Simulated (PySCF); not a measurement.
BF3, SMILES F[B-](F)F, charge -1, multiplicity 2. The structure is a stationary point at PBE-D3(BJ)/def2-SVPD.

All values below come from PBE-D3(BJ)/def2-SVPD (PySCF).

Harmonic wavenumbers (cm⁻¹): 389, 389, 561, 780, 1005, 1005. Rotational constants (GHz): 9.461, 9.461, 4.892; symmetry number 3.

### Question
Work out the zero-point energy and the ideal-gas rigid-rotor harmonic-oscillator thermochemistry at 298.15 K and 1 atm.

### Answer
ZPE = ½ Σ hcν = ½ × 4129 cm⁻¹ = 24.70 kJ/mol. H − E(el) = 37.19 kJ/mol. Entropy in J/(mol K): translation 161.33, rotation 91.74, vibration 12.30, spin 5.76, total 271.14. G − E(el) = -43.66 kJ/mol. Cp = 56.40 J/(mol K).
